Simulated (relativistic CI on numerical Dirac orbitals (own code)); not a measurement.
# Ni XIII: sensitivity of the levels to the model

Base calculation: Dirac-Coulomb-Breit CI, orbitals from a KLI potential per configuration, QED by a radiative potential, unscaled Slater integrals.

Configurations in the expansion (outside the closed core [Ne]): 3s2 3p4, 3s 3p5, 3p6, 3s2 3p3 3d, 3s 3p4 3d, 3p5 3d, 3s 3p3 3d2, 3s2 3p3 4s, 3s2 3p2 3d 4p, 3s2 3p3 4p, 3p5 4s, 3p5 4p, 3s 3p3 3d 4s, 3s2 3p3 4d, 3s 3p4 4s, 3s2 3p3 4f, 3s 3p4 4p, 3p4 3d 4p, 3s 3p4 4d, 3s2 3p3 5s, 3s2 3p3 5p, 3s 3p4 4f, 3s2 3p2 4s 4p, 3s2 3p3 5d, 3s2 3p3 5f, 3s2 3p3 5g, 3s 3p3 4s2, 3s2 3p3 6s, 3s 3p4 5s, 3s2 3p2 3d2, 3s2 3p 3d3, 3s 3p2 3d3, 3s2 3p 3d2 4s, 3s2 3p 3d2 4p, 3s2 3p 3d2 4d, 3p4 3d2, 3p3 3d3, 3p3 3d2 4s, 3p3 3d2 4p, 3p3 3d2 4d, 3s2 3p2 3d 4s, 3s 3p2 3d2 4s, 3s2 3p 3d 4s2, 3s2 3p 3d 4s 4p, 3s2 3p 3d 4s 4d, 3p4 3d 4s, 3p3 3d 4s2, 3p3 3d 4s 4p, 3p3 3d 4s 4d, 3s2 3p2 4s2, 3s 3p2 3d 4s2, 3s2 3p 4s2 4p, 3s2 3p 4s2 4d, 3s2 3p2 4p2, 3s2 3p 3d 4p2, 3s 3p2 3d 4p2, 3s2 3p 4s 4p2, 3s2 3p 4p3, 3s2 3p 4p2 4d. Double excitations out of closed p, d and f shells are left out; levels of such configurations are missing from the list, as are those of other unlisted configurations, and high levels can miss mixing partners. These lack a partner that the ground configuration has and come out too high: 3s2 3p3 4f, 3s 3p4 4p, 3s 3p4 4d, 3s2 3p3 5s, 3s2 3p3 5p.

The lowest level and the first level of each name with at least 55 % of one term (blank where a level has no safe partner in the second run):

| Level | Base (cm⁻¹) | Shift (cm⁻¹) |
| --- | --- | --- |
| 3s2 3p4 3P_2 | 0 | 0 |
| 3s2 3p4 3P_1 | 19361 | +163 |
| 3s2 3p4 3P_0 | 20250 | +840 |
| 3s2 3p4 1D_2 | 48505 | +2454 |
| 3s2 3p4 1S_0 | 100616 | +9780 |
| 3s 3p5 3P°_2 | 329120 | +49993 |
| 3s 3p5 3P°_1 | 343095 | +51514 |
| 3s 3p5 3P°_0 | 352356 | +51691 |
| 3s 3p5 1P°_1 | 424483 | +97309 |
| 3s2 3p3 3d 5D°_0 | 448143 | -12356 |
| 3s2 3p3 3d 5D°_1 | 448477 | -12314 |
| 3s2 3p3 3d 5D°_2 | 448720 | -12086 |
| 3s2 3p3 3d 5D°_3 | 449135 | -11848 |
| 3s2 3p3 3d 5D°_4 | 450804 | -11880 |
| 3s2 3p3 3d 3D°_2 | 478125 | -7973 |
| 3s2 3p3 3d 3D°_3 | 483285 | -7804 |
| 3s2 3p3 3d 3D°_1 | 485801 | -7599 |
| 3s2 3p3 3d 3F°_2 | 491640 | -8201 |
| 3s2 3p3 3d 1S°_0 | 495707 | -2162 |
| 3s2 3p3 3d 3F°_3 | 496052 | -8419 |
| 3s2 3p3 3d 3F°_4 | 502603 | -8722 |
| 3s2 3p3 3d 3G°_3 | 522926 | -11484 |

At this charge energies of transitions that change n are usually good to better than 1 %, and those within a shell (Δn = 0) to a few per cent.

(1) One thing was changed in a second run, which moved the levels as shown. Which?
A. configuration mixing switched off
B. QED terms removed
C. Breit term removed

Results:

(1) A. Configuration mixing switched off. Without mixing, levels that were pushed by configurations of the same parity and J return to their single-configuration places.

LS names give the leading component of a level, which can be under half, so a name can repeat, a term be missing and a line seem to break the LS rules.
